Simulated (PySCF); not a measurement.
C₃H₂N (SMILES C=[C]C#N), doublet, at a GFN2-xTB geometry. Base run: B3LYP/STO-3G (PySCF).

PySCF was given this input:
```python
from pyscf import gto, scf, dft

mol = gto.M(
    atom='''
C    -0.158959   -1.796968    0.018370
C    -0.045222   -0.511216    0.005226
C     0.071111    0.803887   -0.008218
H    -1.121456   -2.295012    0.006445
H     0.701195   -2.455879    0.042123
N     0.174097    1.968096   -0.020120
''',
    basis='sto-3g',
    charge=0,
    spin=1,
    verbose=5,
)

mf = dft.UKS(mol)
mf.xc = 'b3lyp'
mf.kernel()
```

Each row names what was changed in the base input (with any setting that the change needs).

| change | ΔE vs base (µEh) | fitting functions | dipole (D) |
|---|---|---|---|
| base | 0.0 | - | 2.94 |
| auxbasis = def2-universal-jfit | -1077 | 218 | 2.94 |
| auxbasis = cc-pvtz-ri | -1050 | 384 | 2.94 |
| auxbasis = autoaux | -1307 | 278 | 2.94 |
| only_dfj = on; auxbasis = def2-universal-jfit | -1723 | 218 | 2.94 |
| auxbasis = cc-pvqz-jkfit | -63.6 | 526 | 2.94 |
| auxbasis = cc-pvtz-jkfit | -89.7 | 376 | 2.94 |
| auxbasis = even-tempered beta=1.6 | -1237 | 297 | 2.94 |
| auxbasis = def2-universal-jkfit | -1092 | 338 | 2.94 |
| auxbasis = cc-pvdz-jkfit | -72.9 | 326 | 2.94 |

A fitting set is made for a task (jfit for Coulomb, jkfit for Coulomb and exchange, ri for correlation) and for a family of orbital bases.

Open shells are given as the SCF converged; they aren't shown to be the lowest states, and a large step between rows can be another state.
